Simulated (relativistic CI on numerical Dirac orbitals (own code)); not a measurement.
**Os2+: O2,3 absorption edge**

Computed with this model: Dirac-Coulomb-Breit CI, separate exchange-only KLI orbitals for each configuration, a model potential for QED, multiplet model of core-to-valence dipole absorption, unscaled Slater integrals; configurations [Xe] 4f14 5d6 → [Kr] 4d10 4f14 5s2 5p5 5d7; 300 K; Lorentzian 1 eV and Gaussian 0.3 eV FWHM. Energies are those of the free ion, without screening or charge transfer. The branching ratio is the share of the lower-energy edge in the whole absorption, uncertain by about 0.02 where the edges overlap. S is read from ⟨S²⟩ = S(S + 1).

Field parameters in Wybourne normalisation: D3d B²₀ = −7Dσ, B⁴₀ = −14Dq − 21Dτ, B⁴₃ = −14√(10/7) Dq; D4h B²₀ = −7Ds, B⁴₀ = 21(Dq − Dt), B⁴₄ = 21√(5/14) Dq; Oh B⁴₀ = 21Dq, B⁴₄ = √(5/14) B⁴₀; Td as Oh with Dq negative (B⁴₀ = 21Dq, B⁴₄ = √(5/14) B⁴₀). The field is a parameter set, without covalency.

free ion: ground-state S = 1.93, centroid 48.51 eV. Peaks (eV, height): 44.0 (49), 46.0 (73), 47.2 (100), 50.0 (39), 52.2 (46), 60.0 (9), 61.0 (10).

D4h, 10Dq = 41100, Ds = 1980, Dt = 80 cm⁻¹: ground-state S = 0.09, centroid 55.55 eV. Peaks (eV, height): 50.0 (100), 54.2 (21), 56.2 (15), 62.0 (72), 66.0 (29), 67.5 (12).

D3d, 10Dq = 9650, Dσ = 800, Dτ = -380 cm⁻¹: ground-state S = 1.93, centroid 48.78 eV. Peaks (eV, height): 44.8 (48), 47.5 (100), 50.5 (45), 52.8 (35), 60.2 (13).

D3d, 10Dq = 35700, Dσ = 1020, Dτ = -250 cm⁻¹: ground-state S = 0.12, centroid 54.95 eV. Peaks (eV, height): 45.2 (8), 49.2 (100), 53.2 (27), 57.5 (10), 61.5 (72), 65.0 (36).

Oh, 10Dq = 19600 cm⁻¹: ground-state S = 0.39, centroid 52.67 eV. Peaks (eV, height): 48.2 (100), 50.5 (97), 53.5 (25), 54.5 (22), 56.8 (16), 59.5 (29), 62.0 (39), 64.2 (31).

Td, 10Dq = -4700 cm⁻¹: ground-state S = 1.93, centroid 48.76 eV. Peaks (eV, height): 44.2 (54), 46.2 (88), 47.5 (100), 50.0 (47), 52.5 (46), 60.2 (11), 61.0 (11).

Strongest unbroadened transitions for D3d, 10Dq = 35700, Dσ = 1020, Dτ = -250 cm⁻¹:

| Energy (eV) | Relative strength |
| --- | --- |
| 48.16 | 16.7 |
| 48.17 | 27.8 |
| 48.69 | 14.1 |
| 48.71 | 15.5 |
| 49.22 | 42.0 |
| 49.26 | 100.0 |
| 50.06 | 32.8 |
| 50.09 | 16.4 |
| 50.35 | 30.5 |
| 50.37 | 57.9 |
| 53.38 | 18.8 |
| 61.25 | 43.0 |
| 61.30 | 17.6 |
| 61.37 | 47.7 |
| 61.67 | 12.6 |
| 61.92 | 16.9 |
| 64.94 | 37.1 |
| 64.98 | 21.1 |
